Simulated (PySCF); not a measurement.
From results back to the method.

Species: CH10BNOSi.
SMILES: `[BH3-][NH2+]CO[SiH3]`

The closed-shell ground state was solved 7 times with PySCF (density fitting, gas phase), always with PBE0, in these basis sets: 6-311+G(2d,p), 6-31G, IGLO-III, STO-3G, def2-SVP, pcSseg-1 and pcSseg-2. Isolated species at its PBE0-D3(BJ)/def2-SVP geometry (one conformer only).

| row | total energy (Eh) | HOMO (eV) | LUMO (eV) | dipole (D) |
| --- | --- | --- | --- | --- |
| P | -488.1970 | -7.80 | -0.30 | 5.06 |
| Q | -487.8615 | -7.64 | 0.10 | 5.32 |
| R | -487.9679 | -7.46 | -0.06 | 5.69 |
| S | -488.1718 | -7.80 | -0.60 | 5.09 |
| T | -488.1996 | -7.79 | -0.50 | 5.13 |
| U | -482.2028 | -5.09 | 6.11 | 6.24 |
| V | -488.0662 | -7.78 | -0.19 | 5.34 |

Which basis belongs to which row?

P = IGLO-III, Q = def2-SVP, R = 6-31G, S = 6-311+G(2d,p), T = pcSseg-2, U = STO-3G, V = pcSseg-1. From the lowest total energy up: pcSseg-2 (327 functions) 0 eV; IGLO-III (284 functions) +0.07 eV; 6-311+G(2d,p) (203 functions) +0.76 eV; pcSseg-1 (142 functions) +3.63 eV; 6-31G (69 functions) +6.30 eV; def2-SVP (124 functions) +9.20 eV; STO-3G (39 functions) +163.18 eV.

The values belong to the conformer `[BH3-:1][NH2+:2][CH2:3][O:4][SiH3:5]`: B1–N2–C3–O4 -179°, N2–C3–O4–Si5 179°.
